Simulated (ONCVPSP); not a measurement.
gallium: excitation energies, all-electron against ONCV

```json
{
 "Element": "gallium",
 "Generator": "ONCVPSP 4.0.1",
 "Type": "optimised norm-conserving Vanderbilt (ONCV)",
 "Functional": "PBE",
 "Relativity": "scalar-relativistic",
 "Frozen core": "[Ne]",
 "Valence charge": "21",
 "Reference configuration": "3s2 3p6 3d10 4s1.75 4p1.25",
 "Partial waves": "3s+4s: rc 1.15 bohr, ncon 5, nbas 10, qcut 8.8 1/bohr, 2 projectors; 3p+4p: rc 1.10 bohr, ncon 4, nbas 7, qcut 11.6 1/bohr, 2 projectors; 3d: rc 1.15 bohr, ncon 4, nbas 9, qcut 13.8 1/bohr, 1 projector",
 "Local potential": "polynomial inside 1.05 bohr (lpopt 5, dvloc0 3 Ha)",
 "Core correction": "none"
}
```

Energies are relative to the spin-unpolarised reference configuration 3s2 3p6 3d10 4s1.75 4p1.25; without spin polarisation the order of configurations can differ from experiment.

| valence configuration | charge | ΔE all-electron (eV) | error AE − PS (meV) |
| --- | --- | --- | --- |
| 3s2 3p6 3d10 4s2 4p1 | 0 | -1.603 | +0.2 |
| 3s2 3p6 3d10 4s2 4p0 | +1 | 4.085 | -0.2 |

Task: What are ΔE and the potential's error for 3s2 3p6 3d10 4s1 4p0?

Result: ΔE = 25.213 eV all-electron; the error (AE − PS) is -1.1 meV.

Task: What are ΔE and the potential's error for 3s2 3p6 3d10 4s1 4p1?

Result: ΔE = 11.457 eV all-electron; the error (AE − PS) is -0.5 meV.
